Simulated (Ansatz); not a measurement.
F₂HO₂Si, SMILES `[O][Si](O)(F)F` radical, one more setting.

```yaml
crystal:
  periodic: [false, false, false]
  atoms:
    - {symbol: O, position_ang: [0.437011, -1.315751, -1.042762]}
    - {symbol: Si, position_ang: [-0.258793, -0.013259, -0.113730]}
    - {symbol: O, position_ang: [0.149081, -0.093381, 1.256110]}
    - {symbol: F, position_ang: [-1.653880, -0.034314, -0.257476]}
    - {symbol: F, position_ang: [0.218424, 1.255997, -0.973497]}
    - {symbol: H, position_ang: [0.971091, 0.038583, 1.302098]}
basis:
  gaussian: {orbitals: cc-pVTZ}
magnetization: {spin_polarized: false, initial_magnetization: 1}
hamiltonian: {xc: {name: wB97X-V}, pseudopotentials: {relativity: scalar}}
output: {forces: true}
```

```sh
$ ansatz run in.yaml --threads 4 --pin off --events-out ev --progress --plain --max-ram 10444MiB
```

Output, abridged:

```
Functional definition: wB97X-V
970 factors; their error is unknown
181 factors; integrals over basis functions are off by at most 4.6e-6 eV
mean field evaluation 1: about -17438.8664 eV, gradient 6.2e1 eV
mean field evaluation 2: about -17440.0097 eV, gradient 5.7e1 eV
mean field evaluation 4: about -17444.1536 eV, gradient 1.7e0 eV
mean field evaluation 8: about -17444.1554 eV, gradient 7.6e-2 eV
mean field evaluation 16: about -17444.1579 eV, gradient 2.4e-2 eV
mean field evaluation 32: about -17444.1584 eV, gradient 3.5e-4 eV
mean field -17444.15842479 eV, -641.0609980358 hartree, gradient 7.1e-7 eV, S^2 0.750000; 2 other end points of the search recorded, 0 dependent functions left out
reference -17444.15842344 eV, -641.0609979863 hartree; 25, 24 occupied and 143, 144 virtual orbitals, 970 factors
Total energy: -17444.15842344 eV, -641.0609979863 hartree
Relativity: scalar
Atom 0 at     0.437011    -1.315751    -1.042762 Å, force    -0.390837     1.117073     0.966432 eV/Å
Atom 1 at    -0.258793    -0.013259    -0.113730 Å, force     7.202538    -0.519921   -12.042557 eV/Å
Atom 2 at     0.149081    -0.093381     1.256110 Å, force    -6.162350    -1.755380     9.485211 eV/Å
Atom 3 at    -1.653880    -0.034314    -0.257476 Å, force   -11.657429    -0.253544    -0.895456 eV/Å
Atom 4 at     0.218424     1.255997    -0.973497 Å, force     0.305030    -0.051756     0.477778 eV/Å
Atom 5 at     0.971091     0.038583     1.302098 Å, force    10.703048     1.463528     2.008592 eV/Å
Dipole moment:     0.170504     0.109552     0.452994 e Å
```

It took 19 s on 4 threads of an Intel Xeon Platinum 8488C on a shared host, with 0.8 GiB of host memory at the peak.
